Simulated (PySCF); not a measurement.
## Electronic structure of Sn⁺ (tin, charge +1) at the TPSSh level

Configuration: [Kr] 4d10 5s2 5d1, 2D determinant (an excited configuration). Computed with PySCF 2.14 in x2c-QZVPPall with one added diffuse shell each of s, p, d, f type (14s10p8d5f1g, 128 functions), with the spin-free X2C one-electron Hamiltonian (Gaussian nucleus).

| Property | Result |
| --- | --- |
| Total energy | -6175.76 hartree |
| One-electron energy | -8469.98 hartree |
| Hartree (Coulomb) energy | 2460.30 hartree |
| Exchange-correlation energy | -166.08 hartree |
| ⟨S²⟩ | 0.7503 |
| ⟨L²⟩ | 6.002 |
| Sum of ⟨r⟩ | 34.09 bohr |
| Sum of ⟨r²⟩ | 62.35 bohr² |
| Traceless quadrupole moment −½Σ⟨3z² − r²⟩ along its main axis | 7.81 e·bohr² |
| Langevin diamagnetic susceptibility | -49.4 ×10⁻⁶ cm³/mol |
| Time after the integrals | roughly 8 core-seconds |

```tsv
shell	electrons	mean orbital energy (hartree)	spread (hartree)	rms radius, mean of both spins (bohr)
1s β	1	-1067.05937	0	0.0333
1s α	1	-1067.05934	0	0.0333
2s α	1	-161.81711	0	0.136
2s β	1	-161.81685	0	0.136
2p α	3	-145.30158	0.00045	0.121
2p β	3	-145.30136	0.00068	0.121
3s α	1	-31.78606	0	0.362
3s β	1	-31.78597	0	0.362
3p α	3	-26.34871	0.00113	0.363
3p β	3	-26.34858	0.00133	0.363
3d α	5	-17.95514	0.00101	0.343
3d β	5	-17.95487	0.00148	0.343
4s α	1	-5.46396	0	0.872
4s β	1	-5.46319	0	0.872
4p α	3	-3.81249	0.00241	0.948
4p β	3	-3.81174	0.00342	0.948
4d α	5	-1.40559	0.00355	1.19
4d β	5	-1.40477	0.00520	1.19
5s α	1	-0.75351	0	2.40
5s β	1	-0.74679	0	2.40
5d α	1	-0.19093	0	5.24
```

The outer electron is Rydberg-like, and this basis confines it to a smaller radius and binds it less than a complete one would.

Densities and radii are taken from the X2C orbitals without a picture-change correction, which distorts them close to the nucleus.
